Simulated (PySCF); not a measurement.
## Dipole response of Rh⁺ (rhodium, charge +1)

[Kr] 4d7 5s1, high-spin 5F determinant (an excited configuration). Calculation: PySCF 2.14, in aug-cc-pVTZ-PP with one added diffuse shell each of s, p, d, f, g type with ECP28MDF (7s7p6d4f3g, 113 functions); a scalar-relativistic core potential. Coupled (time-dependent) response in atomic units; α is the mean over directions.

```json
{"method": "revPBE", "mean α (bohr³)": "28.20", "C₆ (like pair)": "193.7", "S(−4)": "467.3"}
{"method": "BHandHLYP", "mean α (bohr³)": "30.67", "C₆ (like pair)": "206.2", "S(−4)": "621.5"}
```

S(−4) is the Cauchy moment in α(ω) = α(0) + S(−4) ω² + …

Spin-orbit coupling is absent.

α(iu) at BHandHLYP:

```tsv
u (hartree)	α(iu) (bohr³)
0	30.67
0.0500	29.22
0.100	25.77
0.200	18.53
0.300	13.71
0.500	8.806
0.750	6.031
1.00	4.528
1.50	2.895
2.00	2.022
3.00	1.136
5.00	0.4911
```

For an ion, C₆ is the dispersion term alone; charge-induced terms of lower order in 1/R come first.

Energies and moments cover only the electrons outside the core potential.
